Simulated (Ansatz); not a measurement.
`[NH]=[Ta]([NH2])([F])[F]`. The species carries charge 0 and has multiplicity 1. Ta: def2 effective core potential. All single points use the PBE0-D4/def2-TZVP geometry. It is one conformer, not always the lowest.

```xyz
8

N     0.707   -0.833   -1.299
Ta   -0.555   -0.072   -0.337
N     0.407    0.587    1.245
F    -1.359    1.363   -1.267
F    -1.883   -1.319    0.168
H     1.333   -1.296   -1.935
H     1.394    0.489    1.421
H    -0.043    1.081    2.004
```

Task: What is the dipole moment at B3LYP/def2-TZVPP? (Estimate.)

Result: Ansatz gave: 2.42 D, with components (1.59, 0.61, 1.72) D in this frame, pointing from negative to positive charge.

Task: And with PBE, r2SCAN, ωB97M-V? (Best estimate.)

Result: Computed: PBE 2.36 D, r2SCAN 2.40 D, ωB97M-V 2.36 D.

Task: Give the Mulliken charges with B3LYP, r2SCAN, PBE in def2-TZVPP. (Best estimate.)

Result: Ansatz gave: 
| atom | B3LYP | r2SCAN | PBE |
| --- | --- | --- | --- |
| N1 | -0.46 | -0.49 | -0.42 |
| Ta2 | 1.12 | 1.16 | 0.92 |
| N3 | -0.43 | -0.49 | -0.41 |
| F4 | -0.35 | -0.35 | -0.30 |
| F5 | -0.35 | -0.35 | -0.30 |
| H6 | 0.15 | 0.16 | 0.16 |
| H7 | 0.18 | 0.19 | 0.19 |
| H8 | 0.15 | 0.17 | 0.16 |

B3LYP here is the variant with VWN-RPA as its local correlation; programs differ in this.
